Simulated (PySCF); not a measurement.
# ZnF⁻: a composite coupled-cluster calculation

State: ¹Σ⁺, singlet, closed shell. De refers to Zn + F⁻. RHF-based CCSD(T) in PySCF 2.14 with Zn aug-cc-pVDZ-PP with ECP10, F aug-cc-pVDZ and Zn aug-cc-pVTZ-PP with ECP10, F aug-cc-pVTZ (frozen core orbitals: 5; scalar-relativistic core potentials). Correlation energies are extrapolated as n⁻³ (n = 2, 3), Hartree–Fock as (n+1)·exp(−9√n). CV is the change on freezing 0 orbitals instead, in Zn cc-pwCVTZ-PP with ECP10, F cc-pwCVTZ.

```csv
Level,Re (Å),ωe (cm⁻¹),ωexe (cm⁻¹),αe (cm⁻¹),De (eV)
CCSD(T)/DZ,1.9325,406.6,4.11,0.00389,1.507
CCSD(T)/TZ,1.9142,410.2,4.42,0.00421,1.523
HF/CBS,1.8930,442.3,4.81,0.00417,1.664
MP2/CBS,1.9117,402.8,4.57,0.00439,1.440
CCSD/CBS,1.9057,417.3,4.59,0.00427,1.525
CCSD(T)/CBS,1.9115,410.4,4.47,0.00426,1.522
CCSD(T)/CBS+CV,1.9160,407.3,4.45,0.00425,1.501
```

Question: How much is left between CCSD(T)/TZ and the basis-set limit, and how much do the triples give at the limit?

Answer: CCSD(T)/CBS less CCSD(T)/TZ: -2.7 mÅ in Re, +0.2 cm⁻¹ in ωe and -0.001 eV in De. CCSD(T)/CBS less CCSD/CBS: +5.8 mÅ in Re, -6.9 cm⁻¹ in ωe and -0.003 eV in De.

Question: What do the later terms add?

Answer: CV: +4.5 mÅ in Re, -3.1 cm⁻¹ in ωe and -0.021 eV in De, each against the row above.

The T1 diagnostic is 0.025, large enough to doubt a single reference. Spin–orbit coupling, excitations beyond (T) and corrections to the Born–Oppenheimer picture are left out.

The whole job (state search and all basis sets along the bond) took about 13 min on 4 threads of Intel Xeon 6975P-C (shared host), peak memory 7.3 GiB.
